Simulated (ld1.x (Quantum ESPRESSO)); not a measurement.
# Scattering properties, TM potential for P

```
Element                 : P (Z = 15)
Generator               : ld1.x (Quantum ESPRESSO) 7.5
Type                    : norm-conserving Troullier–Martins (Kleinman–Bylander form)
Functional              : LDA (PZ)
Relativity              : scalar-relativistic
Frozen core             : [Ne]
Valence charge          : 5
Reference configuration : 3s2 3p3
Partial waves           : 3p (bound): rc 1.25 bohr; 3d channel at 0.3 Ry: rc 1.05 bohr; 3s (bound): rc 1.35 bohr
Local potential         : the s channel
Core correction         : none
```

The phase is arctan(r·u′/u) with u = r·R(r), unwrapped; energies in Ry, scanned from -3 to 5 Ry. A pole is an energy at which the radial function vanishes at the test radius. The pseudo phase is shifted by a multiple of π to meet the all-electron one at the reference energy, and phase errors are pseudo minus all-electron; the curves can meet again beyond the range given. Levels narrower than the energy grid can be missing from the lists of poles.

**Question.** For each channel, where are the poles, and over which energies does the pseudopotential scatter like the atom?

**Answer.**

```tsv
channel	radius (bohr)	reference energy (Ry)	poles, all-electron	poles, pseudo	unbroken range about the reference energy with phases within 0.05 rad	phase error 1 Ry above the reference energy (rad)
s	1.51	-1.03	none	4.73	below 4.9	-0.009
p	1.51	-0.41	none	4.87	below 1.6	-0.020
d	1.51	0.30	none	none	the whole range	+0.004
```

Phases in the p channel:

```json
{"E (Ry)": "-3.00", "all-electron": "1.117", "pseudo": "1.107"}
{"E (Ry)": "-2.52", "all-electron": "1.067", "pseudo": "1.059"}
{"E (Ry)": "-2.04", "all-electron": "1.002", "pseudo": "0.995"}
{"E (Ry)": "-1.56", "all-electron": "0.914", "pseudo": "0.909"}
{"E (Ry)": "-1.08", "all-electron": "0.790", "pseudo": "0.787"}
{"E (Ry)": "-0.60", "all-electron": "0.608", "pseudo": "0.608"}
{"E (Ry)": "-0.12", "all-electron": "0.340", "pseudo": "0.338"}
{"E (Ry)": "0.36", "all-electron": "-0.026", "pseudo": "-0.037"}
{"E (Ry)": "0.84", "all-electron": "-0.423", "pseudo": "-0.453"}
{"E (Ry)": "1.32", "all-electron": "-0.750", "pseudo": "-0.795"}
{"E (Ry)": "1.80", "all-electron": "-0.979", "pseudo": "-1.032"}
{"E (Ry)": "2.28", "all-electron": "-1.134", "pseudo": "-1.192"}
{"E (Ry)": "2.76", "all-electron": "-1.242", "pseudo": "-1.304"}
{"E (Ry)": "3.24", "all-electron": "-1.320", "pseudo": "-1.387"}
{"E (Ry)": "3.72", "all-electron": "-1.380", "pseudo": "-1.452"}
{"E (Ry)": "4.20", "all-electron": "-1.427", "pseudo": "-1.506"}
{"E (Ry)": "4.68", "all-electron": "-1.465", "pseudo": "-1.553"}
```
